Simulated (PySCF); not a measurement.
A small calculation by hand: chemical shift, span and skew from a shielding tensor

GaFCl2, SMILES [Cl][Ga]([F])[Cl]. Atoms are numbered in the order given.

```xyz
4

Ga     0.0000     0.0000     0.2522
F      0.0000     0.0000     1.9877
Cl     0.0000     1.8572    -0.7561
Cl     0.0000    -1.8572    -0.7561
```
Charge 0, spin multiplicity 1.

The structure is a stationary point at PBE0-D3(BJ)/def2-SVP.

GIAO shieldings from PySCF with PBE0/pcSseg-2, non-relativistic, no solvent. The symmetric part of the tensor of F2 has the principal values 211.3, 327.5, 394.1 ppm. The same nucleus in CFCl3 has σ = 165.8 ppm at this level (PySCF, at its B3LYP-D3(BJ)/def2-TZVP geometry). Without spin–orbit terms, shifts of atoms bonded to Cl or Br come out too high.

Q: Work out the isotropic shielding, the ¹⁹F shift against CFCl3, the span and the skew.

A: 
σ(iso) = (σ11 + σ22 + σ33)/3 = 311.0 ppm. δ = σ(ref) − σ(iso) = 165.8 − (311.0) = -145.2 ppm.
Span Ω = σ33 − σ11 = 182.8 ppm. Skew κ = 3(σ(iso) − σ22)/Ω = -0.27. Tumbling in solution averages the tensor to δ; in a static solid the shielding alone would spread this spin-1/2 line over Ω.
